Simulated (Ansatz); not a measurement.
Reaction (SMILES): C/C=C\C(C)C → [CH2]/C=C\C(C)C + H atom (the C-H bond at the site shown breaks; other sites are not compared here)
Structures are relaxed separately at B3LYP-D3(BJ)/def2-TZVP in Ansatz (an electronic-structure program), one conformer each, not searched for the lowest. Markedly spin-contaminated UHF reference, which strains HF, MP2 and, less, CCSD(T): [CH2]/C=C\C(C)C.
Geometry of the first species:
```xyz
18

C      2.3737    -0.4356    -0.5149
C      1.5477    -0.3089     0.7280
C      0.2426    -0.0641     0.8170
C     -0.7411     0.1485    -0.2981
C     -1.3656     1.5462    -0.2009
C     -1.8263    -0.9352    -0.2676
H      1.7918    -0.3031    -1.4255
H      3.1797     0.3042    -0.5203
H      2.8526    -1.4181    -0.5620
H      2.0963    -0.4353     1.6574
H     -0.1916    -0.0061     1.8133
H     -0.2226     0.0781    -1.2569
H     -2.0872     1.7076    -1.0048
H     -1.8912     1.6687     0.7499
H     -0.6023     2.3231    -0.2632
H     -2.5503    -0.7848    -1.0716
H     -1.3919    -1.9298    -0.3780
H     -2.3698    -0.9105     0.6807
```

Quantity: bond dissociation energy (electronic energy difference), in kcal/mol. Cores are frozen in the correlated levels unless marked. UHF or UKS for open shells. No spin-orbit coupling. No relativistic terms. CBS marks a two-point X^-3 extrapolation of the correlation energy; Hartree-Fock from the larger set.

| level | program | bond dissociation energy (kcal/mol) |
|---|---|---|
| HF/STO-3G | Ansatz | 87.5 |
| HF/cc-pVQZ | Ansatz | 65.7 |
| r2SCAN/def2-TZVPD | Ansatz | 86.7 |
| r2SCAN-D4/def2-TZVPD | Ansatz + dftd4 | 86.8 |
| B3LYP-D3(BJ)/def2-TZVPD | Ansatz + dftd3 | 90.4 |
| PBE0-D4/def2-TZVPD | Ansatz + dftd4 | 89.2 |
| PBE0/def2-TZVP | Ansatz | 89.0 |
| BHLYP-D3(BJ)/def2-TZVPD | Ansatz + dftd3 | 89.4 |
| BHLYP-D4/def2-TZVPD | Ansatz + dftd4 | 89.3 |
| BHLYP/def2-TZVPD | Ansatz | 89.0 |
| r2SCAN0/def2-TZVPD | Ansatz | 86.9 |
| LC-wPBE-D4/def2-TZVPD | Ansatz + dftd4 | 90.2 |
| B2PLYP-D4/def2-TZVPD | Ansatz + dftd4 | 91.5 |
| B2PLYP/def2-TZVPD | Ansatz | 91.3 |
| RI-MP2/cc-pVQZ | Ansatz | 99.7 |
| RI-MP2/CBS(cc-pVTZ,cc-pVQZ) | Ansatz | 100.4 |
| SCS-MP2/STO-3G | Ansatz | 118.9 |
| SCS-MP2/6-31G | Ansatz | 90.3 |
| SCS-MP2/6-31G* | Ansatz | 93.7 |
| CCSD(T)/cc-pwCVTZ | Ansatz | 93.5 |
